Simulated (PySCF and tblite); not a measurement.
Results of a calculation; reference values are marked as such.
C₆H₂F₂O, numbered as in [CH:1]#[C:2][C:3]#[C:4][C:5]([F:6])([F:7])[CH:8]=[O:9].

The ensemble was built from 60 distance-geometry starts (ETKDG and KDG, MMFF94s, GFN2-xTB) and rests on GFN2-xTB geometries. Energies: PBE0-D3(BJ)/pcSseg-1 (IEF-PCM, cyclohexane), with GFN2-xTB thermal terms (modes under about 100 cm⁻¹ blended into free rotors). Symmetry numbers and mirror images are counted. Conformers within 2.5 kcal/mol (GFN2-xTB free energy) were kept, 4 at most. GIAO shieldings: PBE0/pcSseg-1 (IEF-PCM, cyclohexane). Shifts are against TMS (¹H), TMS (¹³C), CFCl3 (¹⁹F) at the same level. Codes: tblite and PySCF.

Torsions listed: F6–C5–C8–O9. Of a mirror pair one member is shown.

```
conformer  shape   symmetry  E(GFN2) kcal/mol  E(DFT) kcal/mol
        1  -124°         Cs              0.15             0.00
        2   154°  C1 (pair)              0.00             1.10
```

(1) How much do the weights at 298.15 K and the averaged shift of F6/F7 depend on how the conformers are weighted?

Unscaled ¹⁹F shifts at such levels can be off by tens of ppm; differences between conformers or isomers are more reliable.

Answers

(1) 
```json
{"weighting": "DFT energy with thermal terms, symmetry and mirror images (full scheme)", "1 (%)": "78", "2 (%)": "22", "δ (ppm)": "-109.3", "rms dipole (D)": "2.07"}
{"weighting": "DFT energy with symmetry and mirror images", "1 (%)": "76", "2 (%)": "24", "δ (ppm)": "-109.5", "rms dipole (D)": "2.13"}
{"weighting": "bare DFT energy", "1 (%)": "86", "2 (%)": "14", "δ (ppm)": "-108.5", "rms dipole (D)": "1.84"}
{"weighting": "GFN2-xTB energy with symmetry and mirror images", "1 (%)": "28", "2 (%)": "72", "δ (ppm)": "-114.2", "rms dipole (D)": "3.13"}
{"weighting": "GFN2-xTB free energy", "1 (%)": "30", "2 (%)": "70", "δ (ppm)": "-114.0", "rms dipole (D)": "3.09"}
{"weighting": "leading conformer alone", "1 (%)": "100", "2 (%)": "0", "δ (ppm)": "-107.2", "rms dipole (D)": "1.38"}
{"weighting": "equal weights", "1 (%)": "50", "2 (%)": "50", "δ (ppm)": "-112.1", "rms dipole (D)": "2.72"}
{"weighting": "full scheme, search stopped after three starts", "1 (%)": "100", "2 (%)": "0", "δ (ppm)": "-107.2", "rms dipole (D)": "1.38"}
```

The largest departure from the full scheme, 4.9 ppm, comes with: GFN2-xTB energy with symmetry and mirror images.


Conformer gaps in pcSseg-1 on xTB geometries can be 2 kcal/mol off for S=O, P=O and other polar bonds.